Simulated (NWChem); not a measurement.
System: C$_{4}$H$_{6}$ClF; SMILES [C@@H]1(C[C@]1(F)Cl)C

NWChem input:

```
start job
memory heap 200 mb stack 900 mb global 1100 mb
geometry units angstroms noautoz
  C     -0.047195     2.259373     0.685681
  C     -0.677391     0.968349     0.239327
  C     -0.620111     0.526542    -1.218825
  C      0.175991    -0.173977    -0.182976
  F      1.510789     0.006226    -0.191533
  Cl    -0.237290    -1.811837     0.298630
  H     -0.718943     3.109200     0.490807
  H      0.169446     2.238553     1.764558
  H      0.899696     2.442490     0.158399
  H     -1.589213     0.678719     0.771761
  H     -0.050556     1.154590    -1.910733
  H     -1.483673     0.015150    -1.649542
end
basis spherical
  * library 6-31+g*
end
dft
  xc xcamb88 1.00 lyp 0.81 vwn_5 0.19 hfexch 1.00
  cam 0.33 cam_alpha 0.19 cam_beta 0.46
  iterations 150
  vectors input atomic output neutral.movecs
end
task dft energy
charge 1
dft
  odft
  mult 2
  vectors input atomic output cation.movecs
end
task dft energy
```

Output (shortened):

```
             Northwest Computational Chemistry Package (NWChem) 7.3.0
             --------------------------------------------------------

 C1  symmetry detected

                             Geometry "geometry" -> ""
                             -------------------------

 Output coordinates in angstroms (scale by  1.889725989 to convert to a.u.)

  No.       Tag          Charge          X              Y              Z
 ---- ---------------- ---------- -------------- -------------- --------------
    1 C                    6.0000    -0.06949980     2.24969898     0.69116841
    2 C                    6.0000    -0.68404472     0.95491537     0.23401218
    3 C                    6.0000    -0.60860013     0.51895685    -1.22507314
    4 C                    6.0000     0.18333328    -0.17843649    -0.18393318
    5 F                    9.0000     1.51653599     0.01333167    -0.17868312
    6 Cl                  17.0000    -0.22042570    -1.82155953     0.28771953
    7 H                    1.0000    -0.74665300     3.09439284     0.49271689
    8 H                    1.0000     0.13669804     2.22680678     1.77204804
    9 H                    1.0000     0.88090300     2.44292426     0.17390715
   10 H                    1.0000    -1.59850739     0.65546617     0.75639046
   11 H                    1.0000    -0.03774570     1.15443293    -1.90908281
   12 H                    1.0000    -1.46341380     0.00169580    -1.66610923

 Effective nuclear repulsion energy (a.u.)     300.7180158089

                                 NWChem DFT Module
                                 -----------------

 Summary of "ao basis" -> "ao basis" (spherical)
 ------------------------------------------------------------------------------
       Tag                 Description            Shells   Functions and Types
 ---------------- ------------------------------  ------  ---------------------
 C                          6-31+g*                  8       18   4s3p1d
 F                          6-31+g*                  8       18   4s3p1d
 Cl                         6-31+g*                 10       22   5s4p1d
 H                          6-31+g*                  2        2   2s

            General Information
            -------------------
          SCF calculation type: DFT
          Wavefunction type:  closed shell.
          No. of atoms     :    12
          No. of electrons :    56
           Alpha electrons :    28
            Beta electrons :    28
          Charge           :     0
          Spin multiplicity:     1
          Use of symmetry is: off; symmetry adaption is: off
          Maximum number of iterations: 150
          AO basis - number of functions:   124
                     number of shells:    62
          Convergence on energy requested:  1.00D-06
          Convergence on density requested:  1.00D-05
          Convergence on gradient requested:  5.00D-04

              XC Information
              --------------
                     Hartree-Fock (Exact) Exchange  1.000
                   CAM-Becke88 Exchange Functional  1.000
                      VWN V Correlation Functional  0.190 local
              Lee-Yang-Parr Correlation Functional  0.810

           Range-Separation Parameters
           ---------------------------
           Alpha           :  0.19
           Beta            :  0.46
           Gamma           :  0.33
           Short-Range HF  :     F

             Grid Information
             ----------------
          Grid used for XC integration:  medium
          Radial quadrature: Mura-Knowles
          Angular quadrature: Lebedev.
          Tag              B.-S. Rad. Rad. Pts. Rad. Cut. Ang. Pts.
          ---              ---------- --------- --------- ---------
          C                   0.70       49          14.0       434
          F                   0.50       49          11.0       434
          Cl                  1.00       88          14.0       590
          H                   0.35       45          14.0       434
          Grid pruning is: on
          Number of quadrature shells:   603
          Spatial weights used:  Erf1

      Superposition of Atomic Density Guess
      -------------------------------------

 Sum of atomic energies:        -712.47286165

      Non-variational initial energy
      ------------------------------

 Total energy =    -715.887932
 1-e energy   =   -1576.885087
 2-e energy   =     560.279140
 HOMO         =      -0.285616
 LUMO         =       0.049172

   convergence    iter        energy       DeltaE   RMS-Dens  Diis-err
 ---------------- ----- ----------------- --------- --------- ---------
 d= 0,ls=0.0,diis     1   -715.8209669549 -1.02D+03  1.83D-02  9.21D-01
 d= 0,ls=0.0,diis     2   -715.8471289559 -2.62D-02  9.47D-03  8.30D-01
 d= 0,ls=0.0,diis     3   -715.9245565190 -7.74D-02  1.37D-03  3.00D-02
 d= 0,ls=0.0,diis     4   -715.9273436689 -2.79D-03  6.15D-04  2.42D-03
 d= 0,ls=0.0,diis     5   -715.9275440364 -2.00D-04  3.27D-04  1.85D-04
  Resetting Diis
 d= 0,ls=0.0,diis     6   -715.9275664651 -2.24D-05  5.19D-05  4.31D-06
 d= 0,ls=0.0,diis     7   -715.9275672857 -8.21D-07  2.00D-05  3.44D-07
 d= 0,ls=0.0,diis     8   -715.9275673260 -4.03D-08  6.23D-06  1.98D-07

         Total DFT energy =     -715.927567326021
      One electron energy =    -1580.828362035762
           Coulomb energy =      626.754720421193
    Exchange-Corr. energy =      -62.571941520388
 Nuclear repulsion energy =      300.718015808935

 Numeric. integr. density =       55.999999310396

                       DFT Final Molecular Orbital Analysis
                       ------------------------------------

 Vector   26  Occ=2.000000D+00  E=-3.957678D-01
              MO Center= -1.5D-01, -1.3D+00,  1.8D-01, r^2= 2.7D+00
   Bfn.  Coefficient  Atom+Function         Bfn.  Coefficient  Atom+Function
  ----- ------------  ---------------      ----- ------------  ---------------
    97      0.661856   6 Cl px               64     -0.352673   4 C  s
   101      0.311317   6 Cl px               28      0.281105   2 C  s
    93     -0.256771   6 Cl px               76      0.199535   5 F  py
    46      0.173031   3 C  s                10     -0.152084   1 C  s
    80      0.138358   5 F  py               61      0.120852   4 C  px

 Vector   27  Occ=2.000000D+00  E=-3.697736D-01
              MO Center= -3.8D-01,  2.4D-01, -1.4D-01, r^2= 3.7D+00
   Bfn.  Coefficient  Atom+Function         Bfn.  Coefficient  Atom+Function
  ----- ------------  ---------------      ----- ------------  ---------------
    64      0.628040   4 C  s                28     -0.449255   2 C  s
    23      0.288066   2 C  pz               40     -0.277084   3 C  py
    97      0.254341   6 Cl px               98     -0.244107   6 Cl py
    41     -0.167802   3 C  pz               27      0.164067   2 C  pz
    99      0.161513   6 Cl pz               44     -0.154356   3 C  py

 Vector   28  Occ=2.000000D+00  E=-3.410789D-01
              MO Center= -1.5D-01, -4.0D-01, -3.0D-02, r^2= 3.3D+00
   Bfn.  Coefficient  Atom+Function         Bfn.  Coefficient  Atom+Function
  ----- ------------  ---------------      ----- ------------  ---------------
    99     -0.447026   6 Cl pz               28      0.424039   2 C  s
    46     -0.333707   3 C  s                59      0.322154   4 C  pz
   103     -0.240439   6 Cl pz               22     -0.208327   2 C  py
    77     -0.187531   5 F  pz               21      0.171852   2 C  px
    95      0.171657   6 Cl pz               42     -0.166115   3 C  s

 Vector   29  Occ=0.000000D+00  E= 3.000124D-02
              MO Center= -1.3D+00,  1.4D+00,  1.4D-01, r^2= 1.2D+01
   Bfn.  Coefficient  Atom+Function         Bfn.  Coefficient  Atom+Function
  ----- ------------  ---------------      ----- ------------  ---------------
    28      8.662910   2 C  s                64     -5.249297   4 C  s
    10     -2.875962   1 C  s                46     -2.617318   3 C  s
    29      2.039766   2 C  px               31     -1.563003   2 C  pz
    66     -0.647048   4 C  py               48     -0.567671   3 C  py
    67     -0.456917   4 C  pz              104      0.449586   6 Cl s

 Vector   30  Occ=0.000000D+00  E= 4.718953D-02
              MO Center= -5.0D-01, -2.2D-01, -6.0D-01, r^2= 1.4D+01
   Bfn.  Coefficient  Atom+Function         Bfn.  Coefficient  Atom+Function
  ----- ------------  ---------------      ----- ------------  ---------------
    46      8.729165   3 C  s                64     -7.305950   4 C  s
    10     -3.944050   1 C  s               104      3.187465   6 Cl s
    49      2.761631   3 C  pz               31      2.167571   2 C  pz
    30      1.651047   2 C  py              106      1.419149   6 Cl py
    12      1.147203   1 C  py               28     -1.141984   2 C  s

 Vector   31  Occ=0.000000D+00  E= 5.151645D-02
              MO Center= -4.1D-01,  7.8D-01, -3.0D-01, r^2= 1.5D+01
   Bfn.  Coefficient  Atom+Function         Bfn.  Coefficient  Atom+Function
  ----- ------------  ---------------      ----- ------------  ---------------
    64      6.947264   4 C  s                46      6.650057   3 C  s
    28     -5.542281   2 C  s                10     -4.946302   1 C  s
    30      3.370165   2 C  py              104     -2.871598   6 Cl s
    31      2.613007   2 C  pz               49      2.392033   3 C  pz
    12      1.662901   1 C  py               65     -1.602214   4 C  px

     Multipole analysis of the density
     ---------------------------------

     L   x y z        total         alpha         beta         nuclear
     -   - - -        -----         -----         ----         -------
     0   0 0 0     -0.000000    -28.000000    -28.000000     56.000000

     1   1 0 0     -0.606471     -0.303235     -0.303235     -0.000000
     1   0 1 0      0.742975      0.371487      0.371487      0.000000
     1   0 0 1     -0.162405     -0.081202     -0.081202      0.000000

[...]
```

Level: CAM-B3LYP/6-31+G* (spherical d), vertical spin-unrestricted ions. Coordinates come from a PBE0/def2-SVP optimisation.
